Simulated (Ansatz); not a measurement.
Reaction (ligand exchange at a B–N bond): `BN(C)C=C` + `F[SiH2]N[SiH3]` → `BN([SiH3])[SiH2]F` + `C=CNC`

Computed with Ansatz on PBE0-D4/def2-TZVP structures; ΔE is electronic, products minus reactants. CCSD(T)/CBS is the MP2 limit (def2-TZVPP, def2-QZVPP) plus CCSD(T) − MP2 in def2-TZVPP, frozen cores. This one scheme is used for every species. Functionals use def2-TZVPP. B3LYP here is the variant with VWN-RPA as its local correlation; programs differ in this. One conformer a species, not always the lowest.

```
             level  ΔE (kcal/mol)
            PBE-D4            9.3
          B3LYP-D4            9.3
           ωB97M-V            9.4
            B2PLYP            9.9
               PBE            9.4
CCSD(T)/def2-TZVPP           10.3
    MP2/def2-QZVPP           10.7
      HF/CBS(def2)            8.1
```

Problem. What does CCSD(T)/CBS give? (Best estimate.)

Solution. Ansatz gave: +10.4 kcal/mol. The listed levels differ from it by -1.1, -1.1, -1.0, -0.5, -1.0, -0.1, 0.3, -2.3 kcal/mol.

Largest T1 diagnostic among the species: 0.013.

In def2-TZVPP, CCSD(T) changes the Hartree–Fock value by +2.2 kcal/mol (the triples alone add +0.3 kcal/mol) and MP2 by +2.5 kcal/mol.
